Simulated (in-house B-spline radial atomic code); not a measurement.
# Binding energies in Pd⁸⁺

NIST's tabulated ground configuration is [Kr] 4d2; each binding energy is the energy of the ion with one electron taken from that subshell, relaxed, less that of the parent. Method: Dirac-Hartree-Fock, average of configuration, Fermi nucleus of rms radius 4.5318 fm. Calculated with a radial B-spline atomic code at the basis-set limit. Energies include first-order Breit, QED and recoil terms.

| subshell | X-ray name | binding energy (eV) | -ε (eV) | relaxation (eV) |
| --- | --- | --- | --- | --- |
| 1s | K | 24514.1 | 24642.6 | 55.3 |
| 2s | L1 | 3776.4 | 3809.8 | 26.1 |
| 2p1/2 | L2 | 3497.3 | 3533.6 | 29.2 |
| 2p3/2 | L3 | 3340.2 | 3373.4 | 28.3 |
| 3s | M1 | 834.8 | 843.6 | 7.6 |
| 3p1/2 | M2 | 724.3 | 733.3 | 8.0 |
| 3p3/2 | M3 | 696.1 | 704.3 | 7.6 |
| 4s | N1 | 239.9 | 241.2 | 1.1 |
| 4p1/2 | N2 | 200.1 | 201.3 | 1.0 |
| 4p3/2 | N3 | 194.8 | 195.9 | 1.0 |
| 4d | N4,5 | 138.9 | 139.5 | 0.7 |

Relaxation = -ε minus the binding energy without Breit, QED and recoil terms.

Emission lines follow as differences of binding energies, with λ = 12398.42 eV·Å / E:

```
 line       holes  energy (eV)  wavelength (Å)
 K-L3  1s → 2p3/2      21173.9         0.58555
 K-L2  1s → 2p1/2      21016.8         0.58993
 K-M3  1s → 3p3/2      23818.0         0.52055
L1-M3  2s → 3p3/2       3080.3          4.0251
L3-M1  2p3/2 → 3s       2505.4          4.9487
```

Q: What screening constant σ does Moseley's law, E = (3/4)·13.6057 eV·(Z - σ)², need for K-L3?

A: σ = 0.45.

Moseley's non-relativistic formula needs a falling, then negative, screening constant for heavy elements, because relativity binds the 1s electron more strongly than the formula allows.

Q: What does it cost to remove both a 2s and a 3p3/2 electron?

A: 4531.7 eV, which is 59.14 eV more than the two single binding energies together.

Q: What does it cost to remove both a 1s and a 4d electron?

A: 24680 eV, which is 26.7 eV more than the two single binding energies together.

Q: What does it cost to remove two 1s electrons?

A: 49761 eV, which is 733.1 eV more than the two single binding energies together.
